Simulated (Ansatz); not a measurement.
Reaction (isomerisation): `FC#C[SeH]` → `FC1=C[Se]1`

Calculated with Ansatz (gas phase, PBE0-D4/def2-TZVP geometries, no zero-point term in ΔE). CCSD(T)/CBS adds triple-zeta CCSD(T) − MP2 to the extrapolated MP2 energy (def2 sets, frozen cores). DFT in def2-TZVPP. B3LYP here is the variant with VWN-RPA as its local correlation; programs differ in this. HSE06 is defined as in plane-wave codes. For Se outer-core shells are correlated without core-valence functions, which leaves a few kJ/mol of doubt a bond. Scalar relativity is left out up to krypton. Each species was taken in one conformer, which may not be the lowest.

CCSD(T)/CBS gives +0.02 eV.

Q: Another level gave +0.09 eV. Which?
A. HSE06/def2-TZVPP
B. B3LYP-D4/def2-TZVPP
C. BHLYP/def2-TZVPP
D. CAM-B3LYP-D4/def2-TZVPP

A: D. CAM-B3LYP-D4 0.09, BHLYP 0.14, HSE06 -0.05, B3LYP-D4 0.04 eV.

Largest T1 diagnostic among the species: 0.012.

From PBE to PBE0 (25 % exact exchange), in def2-TZVPP and without D4, ΔE moves by +0.06 eV. Leaving LDA and LC-ωPBE aside and taking each functional with its dispersion term where it has one, the values, not all of them listed here, spread over 0.26 eV, from revPBE-D4 to BHLYP-D4.
